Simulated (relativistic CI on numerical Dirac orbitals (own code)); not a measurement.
**One change at a time: La³⁹⁺**

Base calculation: Dirac-Coulomb-Breit CI, separate exchange-only KLI orbitals for each configuration, model QED, unscaled Slater integrals.

CI space (outside the closed core [Ne]): 3s2 3p6, 3s2 3p5 3d, 3s 3p6 3d, 3s2 3p5 4s, 3s2 3p5 4p, 3s2 3p5 4d, 3p6 3d 4p, 3s 3p6 4s, 3s2 3p5 4f, 3s 3p6 4p, 3s 3p6 4d, 3s 3p6 4f, 3s2 3p5 5s, 3s2 3p5 5p, 3s2 3p5 5d, 3s2 3p5 5f, 3s2 3p5 5g, 3s 3p6 5s, 3s 3p6 5p, 3s 3p6 5d, 3s 3p6 5f, 3p6 3d2, 3p5 3d3, 3p5 3d2 4s, 3p5 3d2 4p, 3p5 3d2 4d, 3p6 3d 4s, 3p5 3d 4s2, 3p5 3d 4s 4p, 3p5 3d 4s 4d, 3p6 4s2, 3p5 4s2 4p, 3p5 4s2 4d. Double excitations out of closed p, d and f shells are left out; levels of such configurations are missing from the list, as are those of other unlisted configurations, and high levels can miss mixing partners. These lack a partner that the ground configuration has and come out too high: 3s2 3p5 4f, 3s2 3p5 5s, 3s2 3p5 5p, 3s2 3p5 5d, 3s2 3p5 5f.

The lowest level and the first level of each name with at least 55 % of one term (blank where a level has no safe partner in the second run):

```csv
Level,Base (eV),Shift (eV)
3s2 3p6 1S_0,0.00,0.00
3s2 3p5 3d 3P°_0,168.23,-5.20
3s2 3p5 3d 3P°_1,174.66,-11.63
3s2 3p5 3d 3F°_3,179.84,-10.21
3s2 3p5 3d 3F°_4,196.89,-27.26
3s2 3p5 3d 3D°_3,209.37,-27.37
3s2 3p5 3d 3F°_2,276.50,
3s2 3p5 3d 1P°_1,309.40,-80.92
3s 3p6 3d 3D_1,424.67,-117.23
3s 3p6 3d 3D_2,428.59,-121.16
3s 3p6 3d 3D_3,447.02,-139.58
3s 3p6 3d 1D_2,458.28,-136.96
3p6 3d2 3F_2,861.58,-237.20
3p6 3d2 3P_0,877.73,-242.43
3p6 3d2 3F_3,881.42,-257.03
3p6 3d2 3P_1,892.85,-257.54
3p6 3d2 1S_0,933.62,-272.74
3p5 3d3 5D°_0,1033.52,-260.19
3p5 3d3 3P°_1,1078.33,-288.24
3p5 3d3 3I°_7,1079.20,-282.34
```

At this charge energies of transitions that change n are usually good to better than 1 %, and those within a shell (Δn = 0) to a few per cent.

One thing was changed in a second run, which moved the levels as shown. Which?
A. configuration mixing switched off
B. non-relativistic limit
C. QED terms removed
D. Breit term removed
E. P86 correlation estimate

B. Non-relativistic limit. Without relativity the fine structure collapses and s electrons lose their extra binding.

LS names give the leading component of a level, which can be under half, so a name can repeat, a term be missing and a line seem to break the LS rules.
